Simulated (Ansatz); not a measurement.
Relaxation of ClH₇W (9 atoms, charge 0, multiplicity 1), to a largest force component of 0.03 eV/Å in at most 50 steps.

Level of theory: Ansatz 0.2.0, RKS BHLYP/def2-SVP.

```xyz
9
Properties=species:S:1:pos:R:3:forces:R:3
W 0.238 0.251 -0.388 0.35 0.33 0.24
H 0.198 0.200 2.527 -1.05 -1.07 0.72
H 1.383 -0.643 0.403 -0.01 0.00 -0.02
H -0.674 1.380 0.403 -0.01 -0.02 -0.02
H -1.362 -0.130 -0.022 0.02 0.00 0.00
H -0.110 -1.351 -0.002 -0.02 0.01 -0.01
H 0.331 0.342 -2.091 -0.01 0.00 0.02
Cl 1.837 1.883 0.260 -0.19 -0.19 -0.35
H 0.639 0.651 2.185 0.92 0.94 -0.57
```

Task: Where does it end, and by what steps?

Result: The run converged. After 15 steps the energy has fallen by 1.394 eV; H2 moved furthest, 1.56 Å. Joined: W1–H2 (2.92 → 1.85 Å), W1–H9 (2.63 → 1.84 Å).

```csv
step,energy less start (eV),largest force component (eV/Å),accepted
0,0.0000,1.072,yes
1,-0.0720,0.805,yes
2,-0.0941,0.278,yes
3,-0.1080,0.180,yes
4,-0.1298,0.124,yes
5,-0.1523,0.244,yes
6,-0.1637,0.329,yes
7,-0.1764,0.264,yes
8,-0.2622,0.603,yes
9,-0.5750,0.768,yes
10,-0.9368,0.884,yes
11,-1.2387,1.040,yes
12,-1.3657,0.842,yes
13,-1.3904,0.099,yes
14,-1.3932,0.065,yes
15,-1.3936,0.017,yes
```

```xyz
9
Properties=species:S:1:pos:R:3
W 0.575 0.592 0.178
H -0.471 -0.465 1.283
H 1.625 -0.385 1.062
H -0.420 1.623 1.065
H -1.083 0.348 0.017
H 0.365 -1.069 0.013
H -0.073 -0.065 -1.203
Cl 1.965 2.011 -0.968
H -0.001 -0.004 1.826
```

Whether the end is a true minimum wasn't checked by a vibrational analysis.

Time of the run: 61 s on 1 thread of Arm Neoverse V2, with other jobs on the host, peak memory 0.16 GiB.
